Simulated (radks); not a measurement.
B-, configuration [He] 2s2 2p2.

Calculated with a radial shooting solver on a logarithmic mesh with Libxc functionals: scalar-relativistic Kohn-Sham, PBE, spin-unpolarised, spherical densities, point nucleus; hard spherical wall at 5 bohr.

Energy parts (hartree):
| part | energy |
|---|---|
| total | -24.45897 |
| kinetic | 24.98797 |
| electron-nucleus | -59.37849 |
| Hartree | 14.05945 |
| exchange-correlation | -4.12791 |

Orbitals (lengths in bohr, moments of r in powers of bohr; r(max) is where P^2 peaks):
orbital  occ.  eigenvalue (hartree)  r(max)   <1/r>    <r^4>   <r^2>
1s          2              -6.12125  0.2104   4.654  0.05840  0.1477
2s          2               0.06186   1.609  0.6937    35.98   4.708
2p          2               0.27966   1.804  0.5902    48.09   5.457
3d          0               0.70771   3.183  0.3515    120.8   9.997
3s          0               0.73062   3.577  0.5667    131.2   9.673
3p          0               0.84003   3.629  0.5802    118.7   8.724

The highest occupied level is 2p at 7.610 eV. Summed over all electrons, <r^2> = 20.62 bohr^2, which gives a Langevin (diamagnetic) susceptibility term of -16.3 x 10^-6 cm^3/mol.
